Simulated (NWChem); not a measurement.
System: C$_{4}$H$_{4}$F$_{2}$; SMILES CC#CC(F)F

```xyz
10

C      2.9162     0.5955     0.0215
C      1.4768     0.3997    -0.0239
C      0.2667     0.2235    -0.0517
C     -1.1859     0.0591    -0.1273
F     -1.7634     0.2607     1.1001
F     -1.5120    -1.2079    -0.5383
H      3.2507     0.8565     1.0470
H      3.2337     1.4140    -0.6574
H      3.4535    -0.3262    -0.2841
H     -1.6487     0.7788    -0.8434
```
Atoms are numbered in this order, from 1.

Results from NWChem. Coordinates come from a PBE-D3(BJ)/def2-SVP optimisation. Atomic charges in e: unrestrained fits to the electrostatic potential beside Mulliken populations; buried atoms are poorly determined by the fit.

Task: What does the run give for B3LYP/def2-SVP? Quantities: ESP C1; Mulliken C1; ESP C2; Mulliken C2; ESP C3; Mulliken C3; ESP C4; Mulliken C4; ESP F5; Mulliken F5; relative RMS misfit of the potential (%).

Result: 
```yaml
ESP C1: 0.02
Mulliken C1: 0.05
ESP C2: 0.02
Mulliken C2: -0.16
ESP C3: -0.36
Mulliken C3: -0.12
ESP C4: 0.84
Mulliken C4: 0.47
ESP F5: -0.30
Mulliken F5: -0.22
relative RMS misfit of the potential (%): 26
```
